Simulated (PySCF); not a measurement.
F₃OV, SMILES [O]=[V]([F])([F])[F] (connectivity only; charge and spin as stated), charge +1, multiplicity 2.

Coordinates come from a PBE-D3(BJ)/def2-SVP optimisation. The geometry has at least one imaginary mode, so it is a saddle point at that level. The multiplicity is an assumed one; other spin states were not compared. The isomer is the one that the SMILES or the coordinates give; other isomers of the formula were not compared.

Computed with PBE-D3(BJ)/def2-SVP (PySCF).

Frequencies are harmonic and unscaled.

Question: Estimate the vibrational spectrum. (An estimate is asked for; the answer gives what the named calculation found.)

Answer: 
| mode | ν (cm⁻¹) | IR (km/mol) | moving atoms (share of kinetic energy) |
|---|---|---|---|
| 1 | 113i | 17.9 | F 81 %, O 18 % |
| 2 | 186 | 8.7 | F 69 %, O 18 %, V 13 % |
| 3 | 215 | 9.3 | F 44 %, O 35 %, V 21 % |
| 4 | 220 | 9.8 | F 76 %, V 20 % |
| 5 | 252 | 6.1 | F 43 %, O 41 %, V 16 % |
| 6 | 747 | 9.5 | O 71 %, V 20 %, F 10 % |
| 7 | 771 | 22.9 | F 86 %, V 14 % |
| 8 | 869 | 113.8 | F 64 %, V 36 % |
| 9 | 891 | 116.6 | F 62 %, V 35 % |
